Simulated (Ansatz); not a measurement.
```xyz
12

Al   -0.6417   -0.1341    1.8108
Si    1.0588    0.4585    0.1703
C    -0.3804    1.1368   -0.9006
S    -1.1210   -0.5185   -0.6253
C     0.5903   -1.1705   -0.7271
H    -0.5790   -1.5734    2.4897
H    -1.6583    0.9907    2.2982
H     2.4303    1.0189   -0.0513
H    -0.2191    1.2697   -1.9727
H    -1.0192    1.9268   -0.5079
H     0.8554   -1.2840   -1.7806
H     0.6839   -2.1209   -0.2034
```

Total charge 0; spin multiplicity 1.

Question: List the PBE0/def2-TZVPP orbital energies in eV (Ansatz). (An estimate is asked.)

Answer: The calculation gave: Occupied: -2423.75, -1802.42, -1527.14, -279.14, -279.14, -219.00, -162.82, -162.76, -162.66, -144.73, -113.01, -99.40, -99.39, -99.34, -73.09, -72.97, -72.93, -23.71, -19.50, -17.33, -14.68, -13.49, -12.16, -11.70, -10.86, -10.77, -9.23, -8.93, -8.04, -7.57, -6.87. Lowest empty: -0.70, -0.25, 0.23, 0.78, 1.07, 1.38, 1.76, 1.99.
